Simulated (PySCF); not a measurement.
Several orderings of computed values.

Each SMILES stands for a single optimised conformer of the isolated species, non-relativistic unless stated; the electronic structure was computed with PySCF and density fitting.

Dipoles, sizes and rotational constants follow the conformer. The torsions of the flexible species, by atom-mapped SMILES:
- `[O:1]=[C:2]1[CH:3]=[C:4]([S:5][SiH3:6])[C:7](=[O:8])[CH2:9]1`: C3–C4–S5–Si6 180°
- `[Cl:1][CH:2]([Cl:3])[C@H:4]1[CH2:5][O:6]1`: Cl1–C2–C4–C5 92°
- `[CH3:1][C:2]1=[C:3]([CH3:4])[P:5]1[CH2:6][C:7]#[N:8]`: C3–P5–C6–C7 8°
- `[O:1]=[c:2]1[cH:3][c:4]([S:5][SiH3:6])[cH:7][cH:8][o:9]1`: C3–C4–S5–Si6 4°
- `[CH3:1][C@@H:2]1[CH2:3][CH2:4][Si@@H:5]1[CH2:6][Cl:7]`: C4–Si5–C6–Cl7 -174°
- `[H]/[N:1]=[C:2]1\[CH:3]=[C:4]([CH:5]([F:6])[F:7])[CH2:8][CH2:9]1`: C3–C4–C5–F6 -128°
- `[F:1][C:2]([F:3])=[C:4]([F:5])[C@H:6]1[CH2:7][O:8]1`: C2–C4–C6–C7 -42°

Problem. Rank by lowest singlet excitation, lowest first (TDDFT PBE0/def2-SVPD at GFN2-xTB geometries).
A. `CC1=C(C)P1CC#N`
B. `ClC(Cl)[C@H]1CO1`
C. `C[Si]1(C)OC(=O)C(=O)O1`
D. `O=C1C=C(S[SiH3])C(=O)C1`
E. `O=c1cc(S[SiH3])cco1`
F. `c1pc(cc(C)n1)C`

Solution. D (3.00 eV), F (3.87 eV), C (4.24 eV), E (4.42 eV), A (5.39 eV), B (6.78 eV).

Problem. Rank by lowest triplet excitation (Tamm–Dancoff), lowest first (TDA PBE0/def2-SVPD at GFN2-xTB geometries).
A. `CC1=CC(C)=PC=N1`
B. `c1(ccoc(c1)=O)S[SiH3]`
C. `O1[C@H](C1)C(Cl)Cl`
D. `O=C1C=C(S[SiH3])C(=O)C1`

Solution. D (2.35 eV), B (2.93 eV), A (3.17 eV), C (6.26 eV).

Problem. By how much do the two ends of that ranking differ?

Solution. By 3.91 eV, between `ClC(Cl)[C@H]1CO1` and `O=C1C=C(S[SiH3])C(=O)C1`.

Problem. Rank by static isotropic polarisability, lowest first (PBE0/def2-SVPD at GFN2-xTB geometries).
A. `C[C@@H]1CC[Si@@H]1CCl`
B. `C[Si]1(C)OC(=O)C(=O)O1`
C. `Cc1[pH]cc(F)c1[SiH3]`
D. `O=C1C=C(S[SiH3])C(=O)C1`
E. `ClC(Cl)[C@H]1CO1`
F. `Cc1cc(C)pcn1`

Solution. E (65.4 au), B (79.6 au), A (97.8 au), F (102.7 au), C (109.4 au), D (117.8 au).

Problem. Give the two extremes of that set as polarisability volumes in Å³.

Solution. `ClC(Cl)[C@H]1CO1`: 9.70 Å³; `O=C1C=C(S[SiH3])C(=O)C1`: 17.46 Å³.

Problem. Rank by electronic spatial extent ⟨r²⟩ about the centre of nuclear charge, highest first (PBE0/def2-SVPD at GFN2-xTB geometries).
A. `CC1=CC(C)=PC=N1`
B. `c1(F)c[pH]c(C)c1[SiH3]`
C. `C1(O[Si](C)(C)OC1=O)=O`
D. `ClC(Cl)[C@H]1CO1`
E. `[H]/N=C1\C=C(C(F)F)CC1`
F. `c1c(=O)occc1S[SiH3]`
G. `C[C@@H]1CC[Si@@H]1CCl`
H. `CC1=C(C)P1CC#N`

Solution. F (1868 bohr²), B (1420 bohr²), G (1375 bohr²), E (1322 bohr²), C (1306 bohr²), A (1151 bohr²), H (1117 bohr²), D (850 bohr²).

Problem. Rank by smallest rotational constant, highest first (GFN2-xTB).
A. `FC(F)=C(F)[C@H]1CO1`
B. `Cc1cc(pcn1)C`
C. `Cc1[pH]cc(F)c1[SiH3]`
D. `O=C1C=C(S[SiH3])C(=O)C1`
E. `C[C@@H]1CC[Si@@H]1CCl`
F. `C([C@@H]1OC1)(Cl)Cl`

Solution. F (1.352 GHz), A (1.198 GHz), B (1.018 GHz), E (0.866 GHz), C (0.783 GHz), D (0.611 GHz).

Problem. Rank by dipole moment, highest first (PBE0/def2-SVPD at GFN2-xTB geometries).
A. `CC1=C(C)P1CC#N`
B. `C[C@@H]1CC[Si@@H]1CCl`
C. `O=c1cc(S[SiH3])cco1`
D. `c1c(C)ncpc1C`

Solution. C (4.28 D), D (2.45 D), A (2.26 D), B (1.91 D).

Problem. By how much do the two ends of that ranking differ?

Solution. By 2.37 D, between `O=c1cc(S[SiH3])cco1` and `C[C@@H]1CC[Si@@H]1CCl`.
